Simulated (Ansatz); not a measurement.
Coupled-cluster diagnostics for Na₇Li₂⁻, Ansatz.

Geometry of the singlet (PBE/def2-SVPD):

Cartesian coordinates in Å:
```
Li -0.145 -4.193 -0.428
Li -0.910 -1.200 0.221
Na 0.137 -1.637 -2.640
Na 0.530 1.259 1.966
Na 1.768 -2.108 1.457
Na 2.278 0.602 -0.833
Na -2.834 1.118 1.254
Na -0.867 1.656 -1.502
Na 0.044 4.502 0.505
```

Correlated methods freeze 7 core orbitals; core or outer-core shells of Li, Na are correlated, in sets that lack core-valence functions. The structure comes from a short search, and lower isomers may exist.

Question: Estimate the CCSD(T) correlation energy, the shares of MP2 and (T), T1 and the reference's ⟨S²⟩ for: charge -1, singlet, own geometry in def2-SVPD; and the rough time on 4 threads of Arm Neoverse V2 on a shared host.

Answer: 
```
                           state      basis  correlation (eV)  MP2 share (%)  (T) share (%)     T1  ⟨S²⟩ (pure)  wall time                  remarks
charge -1, singlet, own geometry  def2-SVPD            -5.822           79.6            9.5  0.012  0.00 (0.00)      2 min  restricted SCF unstable
```
Customary marks for T1 are 0.02 (closed shells), 0.045 (open shells) and about 0.05 (3d metals). T1 stays under 0.02 throughout.
